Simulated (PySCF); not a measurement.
C₇H₉N.
Cartesian coordinates in Å at the PBE0-D3(BJ)/def2-SVP level; atoms count from 1:
```xyz
17
C7H9N angstrom
C      2.3223   -0.0899    0.5883
C      1.4473   -0.2818   -0.6482
C     -0.0102   -0.0612   -0.3543
C     -0.5949    1.2047   -0.4546
C     -1.9396    1.3644   -0.1250
N     -2.7213    0.3705    0.2891
C     -2.1689   -0.8360    0.3867
C     -0.8352   -1.1020    0.0819
H      3.3843   -0.2548    0.3513
H      2.2179    0.9286    0.9925
H      2.0383   -0.7925    1.3866
H      1.7679    0.4137   -1.4403
H      1.5878   -1.2994   -1.0469
H     -0.0078    2.0628   -0.7929
H     -2.4082    2.3526   -0.2039
H     -2.8244   -1.6469    0.7258
H     -0.4431   -2.1181    0.1795
```

Level: wB97X-D/def2-SVPD in PySCF, non-relativistic, on one gas-phase PBE0-D3(BJ)/def2-SVP geometry that isn't relaxed in the solvent. The solvent is an IEF-PCM continuum (van der Waals radii × 1.2), and excitations are vertical TDDFT with non-equilibrium linear response and a frozen core. The model holds no explicit solvent molecules, cavitation or dispersion.

Gas-phase singlets (H = HOMO, L = LUMO):

```json
{"state": "S1", "E (eV)": "5.121", "λ (nm)": "242", "f": "0.005", "leading configurations": "H→L 96%"}
{"state": "S2", "E (eV)": "5.349", "λ (nm)": "232", "f": "0.000", "leading configurations": "H→L+1 99%"}
{"state": "S3", "E (eV)": "5.598", "λ (nm)": "221", "f": "0.027", "leading configurations": "H-1→L 68%, H-2→L+1 30%"}
{"state": "S4", "E (eV)": "6.345", "λ (nm)": "195", "f": "0.001", "leading configurations": "H-1→L+1 54%, H-2→L 45%"}
{"state": "S5", "E (eV)": "7.187", "λ (nm)": "173", "f": "0.381", "leading configurations": "H-2→L+1 67%, H-1→L 29%"}
```

Q: How does the list change in benzene (ε = 2.271)?

A: 
```json
{"state": "S1", "E (eV)": "5.206", "λ (nm)": "238", "f": "0.006", "leading configurations": "H-1→L 97%", "change by rank (eV)": "+0.085"}
{"state": "S2", "E (eV)": "5.465", "λ (nm)": "227", "f": "0.000", "leading configurations": "H-1→L+1 99%", "change by rank (eV)": "+0.116"}
{"state": "S3", "E (eV)": "5.574", "λ (nm)": "222", "f": "0.048", "leading configurations": "H→L 72%, H-2→L+1 26%", "change by rank (eV)": "-0.024"}
{"state": "S4", "E (eV)": "6.298", "λ (nm)": "197", "f": "0.001", "leading configurations": "H→L+1 55%, H-2→L 43%", "change by rank (eV)": "-0.047"}
{"state": "S5", "E (eV)": "7.005", "λ (nm)": "177", "f": "0.515", "leading configurations": "H-2→L+1 71%, H→L 25%", "change by rank (eV)": "-0.182"}
```

Q: How does the list change in chloroform (ε = 4.711)?

A: 
```csv
state,E (eV),λ (nm),f,leading configurations,change by rank (eV)
S1,5.268,235,0.006,H-1→L 97%,+0.147
S2,5.539,224,0.000,H-1→L+1 99%,+0.190
S3,5.579,222,0.047,"H→L 72%, H-2→L+1 26%",-0.019
S4,6.300,197,0.001,"H→L+1 54%, H-2→L 44%",-0.045
S5,7.025,176,0.498,"H-2→L+1 71%, H→L 25%",-0.162
```

Q: How do the frontier levels move from gas to chloroform?

A: 
| orbital | gas (eV) | solvent (eV) | change (eV) | Löwdin shares, gas | Löwdin shares, solvent |
| --- | --- | --- | --- | --- | --- |
| LUMO+2 | 2.29 | 2.46 | +0.17 | C1 17 %, C2 12 %, C4 8 %, C8 8 % | C1 14 %, C7 9 %, C5 9 %, C2 9 % |
| LUMO+1 | 1.30 | 1.30 | 0.00 | C7 18 %, C5 18 %, C4 18 %, C8 18 % | C7 18 %, C4 18 %, C8 18 %, C5 18 % |
| LUMO | 1.00 | 0.98 | -0.02 | C3 23 %, N6 21 %, C5 11 %, C7 10 % | C3 24 %, N6 21 %, C5 11 %, C7 11 % |
| HOMO | -9.24 | -9.36 | -0.12 | N6 59 %, C5 11 %, C7 11 %, C4 5 % | C8 20 %, C5 20 %, C7 20 %, C4 20 % |
| HOMO-1 | -9.35 | -9.44 | -0.09 | C8 21 %, C4 20 %, C5 20 %, C7 20 % | N6 57 %, C5 11 %, C7 11 %, C4 5 % |
| HOMO-2 | -9.75 | -9.76 | -0.01 | C3 24 %, N6 22 %, C4 13 %, C8 13 % | C3 24 %, N6 21 %, C4 14 %, C8 13 % |
| HOMO-3 | -11.64 | -11.45 | +0.19 | C2 20 %, C1 14 %, H12 9 %, H13 9 % | C2 22 %, C1 17 %, H12 10 %, H13 10 % |

The HOMO–LUMO gap goes from 10.25 to 10.35 eV. Rows go by rank; for HOMO-1, HOMO and LUMO+2 the atom shares or the degeneracy differ between the runs, so the row needn't follow one orbital.
